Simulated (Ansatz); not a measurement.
Si3N2H11O, doublet: a relaxation.

The input file, in.yaml:

```yaml
crystal:
  periodic: [false, false, false]
  atoms:
    - {symbol: Si, position_ang: [0.829988, 0.263655, 1.079339]}
    - {symbol: N, position_ang: [0.732522, -1.046873, -0.274496]}
    - {symbol: Si, position_ang: [0.347290, -0.526516, -1.908310]}
    - {symbol: N, position_ang: [-0.529214, 1.296977, 0.602532]}
    - {symbol: Si, position_ang: [-2.204240, 0.894563, 0.691746]}
    - {symbol: H, position_ang: [0.372554, -0.499214, 2.272646]}
    - {symbol: H, position_ang: [1.935687, -1.112944, 0.117493]}
    - {symbol: O, position_ang: [2.604135, -0.655873, 1.049021]}
    - {symbol: H, position_ang: [0.223978, -1.874618, 0.020410]}
    - {symbol: H, position_ang: [1.195286, 0.655044, -2.193801]}
    - {symbol: H, position_ang: [0.685947, -1.629426, -2.845854]}
    - {symbol: H, position_ang: [-1.087976, -0.190909, -2.066508]}
    - {symbol: H, position_ang: [-0.301316, 2.275376, 0.506329]}
    - {symbol: H, position_ang: [-2.861215, 1.307562, 1.964808]}
    - {symbol: H, position_ang: [-2.300368, -0.587653, 0.590893]}
    - {symbol: H, position_ang: [-2.977261, 1.506242, -0.425043]}
    - {symbol: H, position_ang: [3.334203, -0.075393, 0.818795]}
basis:
  gaussian: {orbitals: def2-TZVP}
magnetization: {spin_polarized: true, initial_magnetization: 1}
hamiltonian: {xc: hf}
relax: {f_tol: 0.01, max_steps: 60, escape_saddle: true}
```

Command:

```bash
ansatz run in.yaml --threads 4 --pin off --events-out ev --progress --plain --max-ram 63488MiB --backend cuda --devices 0, --max-vram 37GiB
```

The run's output (Ansatz 0.2.0):

```
Error: invalid value for `relax.escape_saddle`: a Gaussian basis doesn't support `true`; leave it out, and run phonons on the result
```

The run took 0.05 s on 4 CPU threads of an AMD EPYC 7R13 and a share of one NVIDIA H100 (shared host), with 0.9 GiB of host memory at its peak.


The program refused the input.